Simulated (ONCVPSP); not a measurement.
selenium: excitation energies, all-electron against ONCV

```json
{
  "Element": "Se",
  "Generator": "ONCVPSP 4.0.1",
  "Type": "optimised norm-conserving Vanderbilt (ONCV)",
  "Functional": "PBEsol",
  "Relativity": "scalar-relativistic",
  "Frozen core": "[Ne]",
  "Valence charge": "24",
  "Reference configuration": "3s2 3p6 3d10 4s2 4p3 (charge +1)",
  "Partial waves": "3s+4s: rc 1.15 bohr, ncon 4, nbas 7, qcut 11.9 1/bohr, 2 projectors; 3p+4p: rc 0.95 bohr, ncon 4, nbas 8, qcut 17.4 1/bohr, 3 projectors, debl 2.7 Ha; 3d: rc 1.05 bohr, ncon 5, nbas 10, qcut 17.5 1/bohr, 1 projector",
  "Local potential": "polynomial inside 0.80 bohr (lpopt 3, dvloc0 0 Ha)",
  "Core correction": "Teter function, parameters optimised by the program"
}
```

Energies are relative to the spin-unpolarised reference configuration 3s2 3p6 3d10 4s2 4p3; without spin polarisation the order of configurations can differ from experiment.

```json
{"valence configuration": "3s2 3p6 3d10 4s2 4p4", "charge": "0", "ΔE all-electron (eV)": "-10.850", "error AE − PS (meV)": "+0.5"}
{"valence configuration": "3s2 3p6 3d10 4s2 4p2", "charge": "+2", "ΔE all-electron (eV)": "20.368", "error AE − PS (meV)": "-1.5"}
{"valence configuration": "3s2 3p6 3d10 4s2 4p3.5", "charge": "+0.5", "ΔE all-electron (eV)": "-6.539", "error AE − PS (meV)": "+0.3"}
```

Question: What are ΔE and the potential's error for 3s2 3p6 3d10 4s2 4p1?

Answer: ΔE = 51.270 eV all-electron; the error (AE − PS) is -4.2 meV.
